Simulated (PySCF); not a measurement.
# EPR parameters of C5H11Si2

Compound: C₅H₁₁Si₂ (doublet state).
Geometry (GFN2-xTB, Å), atoms numbered from 1 in this order:
```
atom  x, y, z in Å
C1    -2.4562    1.5962    0.2798
C2    -1.8129    0.6028    0.4690
C3    -1.0734   -0.6245    0.6440
Si4   -2.1647   -2.0323   -0.0667
C5     0.2977   -0.5415   -0.0387
C6     1.1767    0.5491    0.5680
Si7    2.8746    0.6868   -0.2729
H8    -3.0069    2.4773    0.1371
H9    -0.9239   -0.7799    1.7198
H10   -2.3296   -1.9258   -1.5118
H11   -3.4273   -2.1533    0.6527
H12    0.7977   -1.5099    0.0528
H13    0.1560   -0.3414   -1.1041
H14    0.6473    1.5026    0.4976
H15    1.3054    0.3477    1.6348
H16    3.5908   -0.5847   -0.1351
H17    2.6919    0.9827   -1.6952
H18    3.6480    1.7545    0.3631
```

The hyperfine couplings belong to this conformer and change with its torsions.

As a line formula: `C#C[C@H](CC[SiH3])[SiH2]` [radical].

Computed, not measured: PySCF, UKS B3LYP, pcH-1 on C H Si, non-relativistic, mean-field spin-orbit, GIAO. Geometry: GFN2-xTB, one conformer, isolated molecule. A GFN2-xTB geometry isn't a minimum of the functional, and hyperfine couplings can be far from their values at a DFT geometry, by a factor of two or more for some ions and for spin on atoms past the first row. Stability of the SCF solution: not tested.

- g1, g2, g3: 2.00213, 2.00285, 2.00421
- g_iso: 2.00306
- Form of g: rhombic: the two nearest values differ by 34 % of g3 − g1
- ⟨S²⟩: 0.7521 (exact 0.7500)
- α and β electrons: 35, 34
- Basis functions: 305

Hyperfine couplings atom by atom, in G; T1 to T3 are the principal values of the dipolar part (MHz turned into gauss with g_iso; 10 G = 1 mT):

```csv
atom,isotope,a_iso,of which spin–orbit,T1,T2,T3,Mulliken spin population
C1,13C,2.4,0.0,-2.2,-2.0,4.3,0.08
C2,13C,10.9,0.0,-1.6,-0.3,1.9,-0.03
C3,13C,6.9,0.0,-1.2,-1.1,2.3,0.00
Si4,29Si,-142.3,0.4,-62.9,31.4,31.5,0.96
C5,13C,0.7,0.0,-0.3,-0.1,0.4,0.00
C6,13C,-0.3,0.0,-0.1,0.0,0.1,0.00
Si7,29Si,0.1,0.0,-0.1,0.0,0.0,0.00
H8,1H,-2.0,0.0,-1.2,-0.2,1.4,0.00
H9,1H,0.0,0.0,-1.4,-0.9,2.3,0.00
H10,1H,12.7,0.0,-3.6,0.5,3.1,0.00
H11,1H,12.0,0.0,-3.6,0.5,3.1,0.00
H12,1H,-0.1,0.0,-1.1,-0.7,1.8,0.00
H13,1H,0.0,0.0,-0.7,-0.6,1.3,0.00
H14,1H,0.2,0.0,-0.3,-0.2,0.4,0.00
H15,1H,0.0,0.0,-0.3,-0.2,0.5,0.00
H16,1H,0.0,0.0,-0.1,-0.1,0.3,0.00
H17,1H,0.0,0.0,-0.1,-0.1,0.2,0.00
H18,1H,0.0,0.0,-0.1,-0.1,0.2,0.00
```

Largest spin populations (Mulliken): Si4 (+0.96) and C1 (+0.08). Si4 is the only atom above +0.15. The angles at Si4 add up to 337.4°, so it is pyramidal.

Axes: g3 points within 13° of the C3–Si4 bond.

Under fast tumbling the dipolar parts average out, and these isotropic splittings remain: 2 × 1H (H10/H11, I = 1/2, 3 lines) with 1.23 mT and 1 × 1H (H8, I = 1/2, 2 lines) with 0.20 mT.

Means are taken over nuclei equivalent by connectivity, which assumes that they swap fast.

The 13C coupling of C2 (30.6 MHz) shows only in satellite lines or after enrichment, since that isotope makes up about 1.07 % of natural carbon.

The 29Si coupling of Si4 (-399.0 MHz) shows only in satellite lines or after enrichment, since that isotope makes up about 4.7 % of natural silicon.
